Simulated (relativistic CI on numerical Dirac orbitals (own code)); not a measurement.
## Slater and spin-orbit integrals, Hf31+

Calculated at this level of theory: Dirac-Coulomb-Breit CI, orbitals from a KLI potential per configuration, model QED (radiative potential, 1s self-energy scaled to tabulated hydrogen-like ionisation energies), unscaled Slater integrals (own radial code, finite nucleus).

Slater integrals F^k, G^k are unscaled and averaged over j, outside the closed core [Ar] 3d10; ζ comes from projecting the Hamiltonian with its Breit term on Σ l·s of the shell.

- 4s2 4p6 4d5: F^2(4d,4d) = 223030, F^4(4d,4d) = 151760, ζ(4d) = 48771 cm⁻¹; <r>(4d) = 0.451, <r^2>(4d) = 0.2325 (bohr units).
- 4s2 4p5 4d6: ζ(4p) = 397730, F^2(4d,4d) = 222970, F^4(4d,4d) = 151720, F^2(4p,4d) = 224950, G^1(4p,4d) = 280170, G^3(4p,4d) = 179150, ζ(4d) = 48581 cm⁻¹; <r>(4p) = 0.4462, <r^2>(4p) = 0.2253, <r>(4d) = 0.4511, <r^2>(4d) = 0.2326 (bohr units).
- 4s2 4p6 4d4 4f: F^2(4d,4d) = 222900, F^4(4d,4d) = 151670, ζ(4d) = 48729, F^2(4d,4f) = 223590, F^4(4d,4f) = 145860, G^1(4d,4f) = 233130, G^3(4d,4f) = 160120, G^5(4d,4f) = 117490, ζ(4f) = 7995.9 cm⁻¹; <r>(4d) = 0.4514, <r^2>(4d) = 0.2328, <r>(4f) = 0.4286, <r^2>(4f) = 0.2088 (bohr units).

Give the Racah parameters of the d shell in 4s2 4p6 4d5.

B = F²/49 − 5F⁴/441 = 2831 cm⁻¹ and C = 35F⁴/441 = 12045 cm⁻¹.

Averages of the first 9 configurations, taken without configuration mixing, which lowers the lowest level and can move excited configurations by several eV; other configurations of the list can lie among them:

```csv
Configuration,Parity,States,Average energy above the lowest level (eV)
4s2 4p6 4d5,even,252,33.9
4s2 4p5 4d6,odd,1260,229.4
4s2 4p6 4d4 4f,odd,2940,229.2
4s 4p6 4d5 4f,odd,7056,576.2
4p6 4d7,even,120,736.2
4p5 4d8,odd,270,928.7
4s2 4p6 4d3 5s2,even,120,821.1
4s2 4p6 4d2 4f 5s2,odd,630,1016.3
4s 4p6 4d3 4f 5s2,odd,3360,1364.0
```
